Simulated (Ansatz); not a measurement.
The Zn1–H2 bond of GeH4Zn (SMILES [ZnH][GeH3]) is stretched (multiplicity 1, the rest rigid).
Geometry at rest (charge 0, multiplicity 1):
```xyz
6

Zn    -0.792    -0.190    -0.993
H     -1.752    -0.421    -2.196
Ge     0.698     0.168     0.875
H      1.762    -0.945     1.006
H      1.476     1.498     0.765
H     -0.047     0.214     2.227
```

Cores are frozen in the correlated methods. Filled d and f shells under p-block atoms count as core.

Run with Ansatz (a first-principles code). Values without a source in brackets are computed.

FIC-MRCISD+Q on CASSCF(2,2)/def2-TZVPP, total energies (hartree):

| R (Å) | CASSCF | MRCISD | weight c² of the reference |
|---|---|---|---|
| 1.556 | -3855.493066 | -3856.039002 | 0.90476 |
| 2.723 | -3855.424931 | -3855.957122 | 0.90679 |
| 4.980 | -3855.385977 | -3855.917257 | 0.90707 |

Task: Add the Davidson correction (E_MRCISD − E_CASSCF)(1 − c²)/c² and give the energies above the first point at the three levels.

Result: 
Corrections (hartree): -0.057471, -0.054703, -0.054430. Above the first point (kcal/mol):
- R = 2.723 Å: CASSCF 42.8, MRCISD 51.4, with the correction 53.1
- R = 4.980 Å: CASSCF 67.2, MRCISD 76.4, with the correction 78.3
